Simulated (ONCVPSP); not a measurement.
**Os (Z = 76): one change to an ONCV potential, before and after**

* Element: osmium
* Generator: ONCVPSP 4.0.1
* Type: optimised norm-conserving Vanderbilt (ONCV)
* Functional: PBE
* Relativity: scalar-relativistic
* Frozen core: [Kr] 4d10 4f14
* Valence charge: 16
* Reference configuration: 5s2 5p6 5d6 6s2
* Partial waves: 5s+6s: rc 1.55 bohr, ncon 4, nbas 7, qcut 8.7 1/bohr, 3 projectors, debl 2.9 Ha; 5p: rc 2.00 bohr, ncon 5, nbas 8, qcut 6.7 1/bohr, 2 projectors, debl 3.8 Ha; 5d: rc 2.40 bohr, ncon 3, nbas 8, qcut 6.7 1/bohr, 1 projector
* Local potential: polynomial inside 1.45 bohr (lpopt 1, dvloc0 0 Ha)
* Core correction: Teter function, fcfact 6, rcfact 1.55

All-electron outer shells of the reference configuration (PBE, scalar-relativistic, ld1.x):

```
shell  level (eV)  outermost node (bohr)  outermost maximum (bohr)
   5s      -91.55                   0.51                      0.91
   4f      -51.98                      –                      0.40
   5p      -50.84                   0.55                      1.03
   5d       -6.25                   0.60                      1.36
   6s       -6.15                   1.20                      2.48
```

Change: local potential polynomial inside 1.45 bohr (lpopt 1, dvloc0 -2 Ha).

Cutoffs: the cutoffs (Ha) at which the residual kinetic energy of the hardest occupied pseudo-wave falls to 1 and 0.1 mHa per electron; they do not see the model core or the augmentation charge, which bear on the density cutoff. Errors are all-electron minus pseudo energies relative to the spin-unpolarised reference configuration.

Q: How do hardness, ghosts and transferability respond?

A: The potential gets neither clearly harder nor softer (26 Ha and 30 Ha → 26 Ha and 30 Ha); of the 4 tests that both files solve, the error grows in 0 and shrinks in 1 by more than 15 % and 0.3 meV (median size 13.9 → 12.4 meV); neither file shows a bound ghost.

```tsv
quantity	base	changed
cutoff, loose	26 Ha	26 Ha
cutoff, tight	30 Ha	30 Ha
bound ghosts	none	none
GHOST(+) flags under 300 eV	none	none
error for 5s2 5p6 5d6 6s1, meV [ΔE 9.58 eV]	-5.1	-5.0
error for 5s2 5p6 5d6 6s0, meV [ΔE 26.49 eV]	-20	-20
error for 5s2 5p6 5d5 6s0, meV [ΔE 55.34 eV]	-39	-36
error for 5s2 5p6 5d6 6s1 6p1, meV [ΔE 5.06 eV]	-7.9	-1.7
s: phases at 1.57 bohr within 0.05 rad from the reference energy up to (Ha; the scan ends near 5)	to the end of the scan	to the end of the scan
p: phases at 2.03 bohr within 0.05 rad from the reference energy up to (Ha; the scan ends near 5)	to the end of the scan	to the end of the scan
d: phases at 2.43 bohr within 0.05 rad from the reference energy up to (Ha; the scan ends near 5)	1.1	1.2
rms error of d²Exc/dni dnj with the model core, mHa	3.16	3.16
```
